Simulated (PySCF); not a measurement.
**Unknown compound**

Molecular formula: C6H8O. Simulated spectra:

1H NMR (600 MHz, computed): δ 2.60 (t, J = 8.0 Hz, 2H), 2.33 (td, J = 8.0, 4.2 Hz, 2H), 2.10 (s, 3H), 1.72 (t, J = 4.2 Hz, 1H).

13C{1H} NMR (computed): δ 220.9 (C), 91.2 (C), 75.8 (CH), 46.6 (CH2), 31.3 (CH3), 14.9 (CH2).

Computational details: spin–spin couplings from B3LYP/pcJ-1 (without the spin–dipole term), structure optimised with PBE0-D3(BJ)/def2-SVP, σ from GIAO-CAM-B3LYP/pcSseg-2, in PySCF 2.14 (non-relativistic Hamiltonian, fast rotation and ring inversion assumed for equivalent nuclei, no solvent, single conformer).

Referencing at the same level of theory: 1H, 13C against TMS.

Deduce the structure.

Results:


The formula gives 3 degrees of unsaturation (no ring in the answer). 6 carbon signals for 6 carbons: no two carbons are equivalent. Carbon types of the structure: 2 × C, 1 × CH, 2 × CH2, 1 × CH3, which accounts for all hydrogens. δC 220.9: ketone carbonyl carbon; low-lying n→π* states of the double bond to the heteroatom give a large paramagnetic term (-287 ppm). δC 91.2: alkyne carbon; the triple bond shields along its axis, which puts it between sp3 and sp2 carbons. δC 75.8: terminal alkyne carbon; sp carbons lie upfield of alkene carbons because the cylindrical π system leaves one tensor component strongly shielded. δC 46.6: sp3 CH2 α to a carbonyl; α to the electron-withdrawing carbonyl group. δH 2.60: hydrogen on an sp3 CH2 α to a carbonyl; α to C=O. δH 2.10: hydrogen on a methyl carbon α to a carbonyl; α to C=O. δH 1.72: hydrogen on a terminal alkyne carbon; it lies on the axis of the triple bond, in its shielding cone. The protons at 2.33 and 2.60 share a coupling of 8.0 Hz (vicinal).

The compound is 5-hexyn-2-one (C#CCCC(C)=O).

The data come from this structure; uniqueness wasn't tested.

Splittings below 1 Hz are ignored in the labels, and close J values are merged. Unscaled 3J(H,H) at this level run about 10 % above measured values. Shifts are as computed, not scaled to solution data. Of 1211 compounds with measured shifts, 218 miss one by over three times the rms of a fit or turn the order of signals round; such compounds aren't used in these exercises. Vicinal H,H couplings across rotating CH2–CH2 and CH–CH2 bonds are estimated from the computed gauche and anti values for equal rotamer populations, (2 J gauche + J anti)/3.
